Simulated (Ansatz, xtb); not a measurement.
## C3H5F2NO: which of two isomers lies lower

Structure a: `NC(=O)CC(F)F`, a singlet. Structure b: `O=CNCC(F)F`, a singlet. Both are isolated molecules in the gas phase, relaxed with B3LYP-D3(BJ)/def2-SVP; each stands in its lowest conformer found.

a (Å):

```xyz
12

C     0.6630   -1.1380   -1.2073
C     0.1550   -0.1601   -0.1508
C     0.9374   -0.3157    1.1352
F     0.6031    0.6755    2.0052
F     0.6172   -1.5036    1.7203
N    -0.2989   -1.7540   -1.9450
O     1.8540   -1.3193   -1.3797
H    -1.2850   -1.6390   -1.7564
H    -0.0075   -2.4119   -2.6590
H    -0.9160   -0.2780    0.0746
H     0.3157    0.8616   -0.5305
H     2.0253   -0.2951    0.9629
```

b (Å):

```yaml
atoms:
  - { symbol: C, position_ang: [0.0524, -1.1919, -0.1662] }
  - { symbol: C, position_ang: [-0.6226, 0.9937, 0.7435] }
  - { symbol: C, position_ang: [-0.6534, 1.1428, 2.2530] }
  - { symbol: F, position_ang: [0.5778, 1.5422, 2.6902] }
  - { symbol: F, position_ang: [-1.5491, 2.1012, 2.5955] }
  - { symbol: N, position_ang: [0.3767, 0.0438, 0.3170] }
  - { symbol: O, position_ang: [-1.0768, -1.6004, -0.3263] }
  - { symbol: H, position_ang: [0.9599, -1.7944, -0.4124] }
  - { symbol: H, position_ang: [1.3532, 0.2662, 0.4740] }
  - { symbol: H, position_ang: [-1.5998, 0.6341, 0.3935] }
  - { symbol: H, position_ang: [-0.4362, 1.9919, 0.3130] }
  - { symbol: H, position_ang: [-0.9126, 0.2051, 2.7749] }
```

Quicker runs give these differences E(b) − E(a): GFN2-xTB +20.4 kJ/mol; HF/STO-3G +15.8 kJ/mol (at GFN2-xTB geometries); r2SCAN-D4/def2-SVP +35.4 kJ/mol (at GFN2-xTB geometries).

Problem. Estimate E(b) − E(a) at the level CCSD(T)/def2-SVP + ΔMP2/def2-TZVPP.

Solution. Calculated at CCSD(T)/def2-SVP + ΔMP2/def2-TZVPP: E(b) − E(a) = +37.0 kJ/mol, so structure a lies lower.

How the difference moves with the method:

```csv
level,geometry,E(b) − E(a) (kJ/mol),departure from the last row (kJ/mol),"job, with rough time for the two"
GFN2-xTB,GFN2-xTB,+20.4,−16.6,"optimisation, 0.34 s"
HF/STO-3G,GFN2-xTB,+15.8,−21.1,"single point, 0.62 s"
r2SCAN-D4/def2-SVP,GFN2-xTB,+35.4,−1.6,"single point, 4.1 s"
B3LYP-D3(BJ)/def2-SVP,B3LYP-D3(BJ)/def2-SVP,+31.5,−5.4,"optimisation, 90 s"
HF/def2-SVP,B3LYP-D3(BJ)/def2-SVP,+33.2,−3.8,part of the CCSD(T) run
MP2/def2-SVP,B3LYP-D3(BJ)/def2-SVP,+35.1,−1.9,part of the CCSD(T) run
CCSD(T)/def2-SVP,B3LYP-D3(BJ)/def2-SVP,+32.2,−4.8,single point
CCSD(T)/def2-SVP + ΔMP2/def2-TZVPP,B3LYP-D3(BJ)/def2-SVP,+37.0,,"single point, 61 s"
```

As drawn, b has 1 C–N, 1 C–H in place of 1 C–C, 1 N–H.

None of the levels shown reverses the order. The largest departure from CCSD(T)/def2-SVP + ΔMP2/def2-TZVPP is that of HF/STO-3G, 21.1 kJ/mol. The last row adds to CCSD(T) the change of the MP2 difference between the two basis sets, here +4.8 kJ/mol.

With thermal terms from frequencies at re-optimised GFN2-xTB minima (ideal gas, soft modes damped towards free rotors, one conformer each, 298.15 K, 1 atm): on the last row, ΔE + ΔZPE = +37.1, ΔH = +36.7, ΔG = +37.3 kJ/mol.

The correlated steps freeze 7 core orbitals. Programs: Ansatz 0.2.0, xtb 6.7.1; the last row on 2 threads of Intel(R) Xeon(R) Processor on a shared host.
